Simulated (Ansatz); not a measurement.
`O[SiH2]O[SiH2]O` + `C[S][Cd][S]C` → `C[SiH](O)O[SiH2]O` + `C[S][Cd][SH]`  (redistribution)

Computed with Ansatz on PBE0-D4/def2-TZVP structures; ΔE is electronic, products minus reactants. CCSD(T)/CBS adds triple-zeta CCSD(T) − MP2 to the extrapolated MP2 energy (def2 sets, frozen cores). Functionals use def2-TZVPP. B3LYP here is the variant with VWN-RPA as its local correlation; programs differ in this. def2 core potentials past Kr. For Cd outer-core shells are correlated without core-valence functions, which leaves a few kJ/mol of doubt a bond. One conformer a species, not always the lowest.

Task: Is it downhill or uphill in electronic energy at CCSD(T)/CBS, and by how much? (Estimate.)

Result: Ansatz gave: Downhill: ΔE = -81.2 kJ/mol.

Task: What do these levels give: PBE0-D4, B2PLYP, B3LYP, HF/def2-TZVPP, CCSD(T)/def2-TZVPP, MP2/CBS(def2)? (An estimate is asked.)

Result: The calculation gave: PBE0-D4 -81.8, B2PLYP -78.4, B3LYP -76.8, HF/def2-TZVPP -77.2, CCSD(T)/def2-TZVPP -81.8, MP2/CBS(def2) -79.8 kJ/mol.

Largest T1 diagnostic among the species: 0.013.

In def2-TZVPP, CCSD(T) changes the Hartree–Fock value by −4.6 kJ/mol (the triples alone add +0.7 kJ/mol) and MP2 by −3.3 kJ/mol. From PBE to PBE0 (25 % exact exchange), in def2-TZVPP and without D4, ΔE moves by −3.5 kJ/mol.
